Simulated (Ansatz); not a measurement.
Strength of the C–Sn bond: Sn(CH3)2Cl2 → Sn(CH3)Cl2 + CH3

Gas-phase species: Sn(CH3)2Cl2 (dimethyltin dichloride), singlet; Sn(CH3)Cl2, doublet; CH3 (methyl radical) `[CH3]`, doublet. The bond broken is the one whose loss leaves Sn(CH3)Cl2 `[CH3][Sn]([Cl])[Cl]`, relaxed to its own shape; its unpaired electron may spread away from that site.

Shapes, held fixed at every level: PBE0-D4/def2-TZVP. Programs: Ansatz 0.2.0. The zero-point and thermal change to 298 K, harmonic and unscaled (PBE0-D4/def2-TZVP), is -14.7 kJ/mol.

Question: Estimate ΔH(298 K) of this reaction.

Answer: The highest level, CCSD(T)/def2-TZVPP, gives ΔH(298 K) = +289.4 kJ/mol; the levels span +182.1 to +306.3. The column of differences is taken from that level and isn't an error. Hartree–Fock misses the correlation of the pair that is broken and comes out low. No measured value is set beside it here. Open shells run unrestricted. For atoms past krypton def2 sets carry core potentials with scalar relativity. Outer-core shells of Sn are correlated, in sets that cover them unevenly.

```csv
level,kind,ΔH(298 K) (kJ/mol),less CCSD(T)/def2-TZVPP
MP2/def2-SVP,perturbation theory,+289.5,+0.1
MP2/def2-TZVPP,perturbation theory,+306.3,+16.9
HF/def2-TZVPP,Hartree–Fock,+182.1,-107.3
PBE-D4/def2-TZVPP,GGA,+269.3,-20.1
BHLYP-D4/def2-TZVPP,global hybrid,+262.5,-26.9
PBE0-D4/def2-TZVPP,global hybrid,+275.2,-14.2
wB97M-V/def2-TZVPP,range-separated hybrid,+286.9,-2.5
CCSD(T)/def2-TZVPP,coupled cluster or CI,+289.4,0.0
```
